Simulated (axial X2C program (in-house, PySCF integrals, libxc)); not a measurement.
# Spin–orbit effects down a group: molecules with Li (ions), HF

All values come from calculations with an in-house all-electron X2C program for linear molecules (integrals from PySCF), spin-free (one-electron X2C) or two-component (2c: spin–orbit coupling with atomic mean-field Coulomb and Gaunt terms, which also bring small scalar terms), in Dyall basis sets with cores contracted in-house; open shells are unrestricted.

Basis sets: Li dyall-av3z, O dyall-av3z, S dyall-av3z, Se dyall-acv3z, Te dyall-acv3z.

```csv
molecule,spin-free state,Re (Å),ωe (cm⁻¹),De (eV),2c state,Re 2c (Å),ωe 2c (cm⁻¹),De 2c (eV)
LiO⁻,"M_S = 1, Λ = 1",1.730,732.9,n/a,Ω = 2,1.731,732.7,n/a
LiS⁻,"M_S = 0, Λ = 0",2.053,681.1,0.98,Ω = 0,2.053,680.9,n/a
LiSe⁻,"M_S = 0, Λ = 0",2.179,591.3,0.98,Ω = 0,2.181,589.4,0.90
LiTe⁻,"M_S = 0, Λ = 0",2.398,517.0,0.96,Ω = 0,2.403,510.5,0.79
```

(1) Work out the shifts from the spin-free to the two-component result.

Fragments in 2c: O + Li-, S- + Li, Se- + Li, Te- + Li. Each entry is the lowest single determinant of a limited PBE0 search at one distance. De goes to single-determinant-based atoms at the same level (for ions the charge split of lowest energy) and is withheld (n/a) where an atom does not fit its ground term or J level. Main or longest-lived isotopes. One determinant is a doubtful description, or other states lie close, for LiO⁻; these need not be ground states, and all values refer to the states named. Some open-shell Ω = 0 determinants are out of reach, so the Ω given for LiO⁻ need not be the lowest component. With several unpaired electrons the Ω given is that of one determinant, not necessarily of the lowest component.

## Answers

(1) 

```
molecule  2c state  ΔRe (Å)  Δωe (cm⁻¹)  ΔDe (eV)
    LiO⁻     Ω = 2    0.001        -0.2       n/a
    LiS⁻     Ω = 0    0.000        -0.2       n/a
   LiSe⁻     Ω = 0    0.002        -1.9     -0.08
   LiTe⁻     Ω = 0    0.005        -6.5     -0.17
```

Shifts of one unit in the last digit are rounding.
